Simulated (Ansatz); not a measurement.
Cost and result for the atomization energy of C$_{2}$H$_{8}$BGeN, SMILES `B[CH]([GeH3])C=N` (13 atoms, 12 bonds).

```xyz
13

B    -1.462    0.126    0.664
C     0.045    0.300    0.483
Ge   -0.186    0.332   -1.537
C     0.955   -0.821    0.824
N     2.097   -0.754    1.365
H    -1.938   -0.973    0.655
H    -2.177    1.081    0.741
H     0.467    1.278    0.726
H    -1.680    0.322   -1.912
H     0.491   -0.917   -2.104
H     0.459    1.627   -2.039
H     0.567   -1.820    0.599
H     2.363    0.218    1.535
```

Charge 0, multiplicity 1. Correlated methods include outer-core shells of Ge, which these sets cover unevenly. Scalar relativity is left out up to krypton. The geometry is a stationary point of PBE0-D4/def2-TZVP. It is one conformer, not always the lowest. Program: Ansatz. All runs use 2 threads of an AMD EPYC 7R13 on a shared host and a share of an NVIDIA H100 80 GB. Times are those of one run each, without the atoms' runs, and a repeat can differ threefold. Electronic energies, without spin–orbit coupling; frozen cores. CCSD(T)/CBS adds CCSD(T) − MP2 in def2-TZVPP to the MP2 limit, and its time is that of the two runs behind it. T1 = 0.013. With those shells the extrapolation isn't a true limit. B3LYP takes the VWN-RPA correlation (the form of Gaussian; ORCA's B3LYP/G).

CCSD(T)/CBS is a level of theory with its own doubt, some kJ/mol a heavy atom from the limit and from the frozen cores, so smaller differences don't rank the functionals.

| level | functions | wall time | atomization (kJ/mol) | difference from CCSD(T)/CBS | per bond |
| --- | --- | --- | --- | --- | --- |
| PBE-D4/def2-TZVPP (with forces) | 284 | 5.5 s | 4672.8 | 92.6 | 7.7 |
| B2PLYP/def2-TZVPP | 284 | 5.5 s | 4542.0 | -38.2 | -3.2 |
| PBE0-D4/def2-TZVPP | 284 | 6.5 s | 4601.1 | 20.9 | 1.7 |
| r2SCAN-D4/def2-TZVPP (with forces) | 284 | 7 s | 4599.8 | 19.6 | 1.6 |
| ωB97M-V/def2-TZVPP (with forces) | 284 | 8.5 s | 4592.9 | 12.7 | 1.1 |
| B3LYP-D4/def2-TZVPP (with forces) | 284 | 9 s | 4596.8 | 16.6 | 1.4 |
| ωB97X-V/def2-TZVPP | 284 | 11 s | 4603.0 | 22.8 | 1.9 |
| CCSD(T)/def2-TZVPP | 284 | 11 s | 4479.0 | -101.2 | -8.4 |
| MP2/def2-QZVPP | 557 | 12 s | 4579.2 | -1.0 | -0.1 |
| CCSD(T)/CBS(def2) | – | 23 s | 4580.2 | 0.0 | 0.0 |

From PBE to PBE0 (25 % exact exchange), in def2-TZVPP and without D4, the atomization energy moves by −67.5 kJ/mol: exact exchange takes away binding that semilocal exchange gives to molecules. In def2-TZVPP, CCSD(T) changes the Hartree–Fock value by +1145.9 kJ/mol (the triples alone add +68.7 kJ/mol) and MP2 by +1186.7 kJ/mol; breaking electron pairs costs correlation energy, which Hartree–Fock lacks. The D4 term adds +44.2 kJ/mol with B3LYP and +23.3 kJ/mol with PBE0; it sums over pairs of atoms, weighted by their polarisabilities, and B3LYP, whose exchange is more repulsive, gets the larger term.
